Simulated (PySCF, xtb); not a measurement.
Ga(H)2(SH) (GaH₃S), SMILES [SH][GaH2].

GFN2-xTB run with xtb at its own geometry gives an orbital gap of 4.39 eV and a dipole moment of 1.58 D.

The structure is a stationary point at ωB97X-D3(BJ)/def2-TZVP.

### Question
What does r2SCAN/def2-TZVPD in PySCF give? (Estimate from the structure and the level; the computed values follow.)

### Answer
gap 4.87 eV (levels -6.88 and -2.01 eV), dipole 1.07 D.
